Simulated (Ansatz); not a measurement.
Species: sum formula H₃SiO₂, charge -1, multiplicity 1. It need not be the lowest isomer of its formula. Whether it binds its extra electron was not tested at this geometry. 
Geometry from a B3LYP-D3(BJ)/def2-TZVP (Ansatz, a program for electronic structure) optimisation:
```
Si
O 1 1.5606
O 1 1.7095 2 113.76
H 3 0.9631 1 105.63 2 0.00
H 1 1.5203 2 116.90 4 118.99
H 1 1.5203 5 102.53 3 105.79
```
Charge -1, spin multiplicity 1.

Total electronic energies in hartree. Cores are frozen in the correlated levels unless marked. Spin-orbit coupling is left out. Non-relativistic. CBS marks a two-point X^-3 extrapolation of the correlation energy; Hartree-Fock from the larger set.

| level | program | energy (Eh) |
|---|---|---|
| HF/aug-cc-pV(T+d)Z | Ansatz | -440.58254 |
| HF/aug-cc-pV(Q+d)Z | Ansatz | -440.59641 |
| RI-HF/cc-pV(Q+d)Z | Ansatz | -440.59375 |
| PBE-D3(BJ)/def2-TZVPD | Ansatz + dftd3 | -441.63785 |
| r2SCAN/def2-TZVPD | Ansatz | -441.84540 |
| HSE06-D3(BJ)/def2-TZVPD | Ansatz + dftd3 | -441.64567 |
| CAM-B3LYP-D4/def2-TZVPD | Ansatz + dftd4 | -441.91399 |
| B2PLYP-D3(BJ)/def2-TZVPD | Ansatz + dftd3 | -441.73413 |
| MP2/6-31G | Ansatz | -440.63258 |
| RI-MP2/cc-pV(Q+d)Z | Ansatz | -441.27257 |
| SCS-MP2/STO-3G | Ansatz | -434.92700 |
| SCS-MP2/cc-pwCVTZ | Ansatz | -441.20635 |
| CCSD(T)/6-31G* | Ansatz | -440.93109 |
| CCSD(T)/cc-pwCVTZ | Ansatz | -441.24862 |
| CCSD(T)/CBS(aug-cc-pV(T+d)Z,aug-cc-pV(Q+d)Z) | Ansatz | -441.3444 |

Totals of different functionals don't rank their quality; only differences between species are comparable.
